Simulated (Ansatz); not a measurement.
Ideal-gas functions of `C[SiH](F)F` at 298.15 K and 1 bar, from an Ansatz frequency run at PBE0-D4/def2-TZVP.

Molar mass 82.12 g/mol, point group Cs (symmetry number 1), electronic degeneracy 1, moments of inertia 74.568, 83.126, 135.616 u Å². Harmonic wavenumbers (cm⁻¹, unscaled): 142, 223, 279, 339, 673, 743, 776, 849, 858, 935, 968, 1287, 1442, 1444, 2275, 3055, 3142, 3145.

Use S(trans) = R[1.5 ln M + 2.5 ln T − 1.1517]; rotational temperatures θ = 24.2544 K / I; S(rot) = R[ln(√π/σ · √(T³/θAθBθC)) + 1.5]; for each mode x = 1.438777 ν̃/T, S = R[x/(eˣ − 1) − ln(1 − e⁻ˣ)] and H = RT x/(eˣ − 1); 1 cm⁻¹ = 0.0119627 kJ/mol; R = 8.31446 J/(mol·K).

Problem. By hand: the entropy, in J/(mol·K).

Solution. Translation 163.8. Rotation: θ = 0.3253, 0.2918, 0.1788 K, giving 105.2. Vibration, mode by mode: 11.62, 8.09, 6.44, 5.09, 1.42, 1.08, 0.95, 0.72, 0.69, 0.51, 0.45, 0.12, 0.06, 0.06, 0.00, 0.00, 0.00, 0.00, in all 37.3. Electronic 0.0. Sum 306.3 J/(mol·K).

Problem. By hand: H − E and G − E in kJ/mol, counted from the electronic energy.

Solution. Zero-point energy ½ × 22575 × 0.0119627 = 135.0; thermal vibration 6.7; translation, rotation and pV give 4 RT = 9.9. H − E = 151.6 kJ/mol, and G − E = 151.6 − 298.15 × 306.3/1000 = 60.3 kJ/mol.

Vibration gives 12 % of the entropy, 11.6 J/(mol·K) of it from the mode under 150 cm⁻¹: soft modes count most, and the harmonic formula is weakest for them.
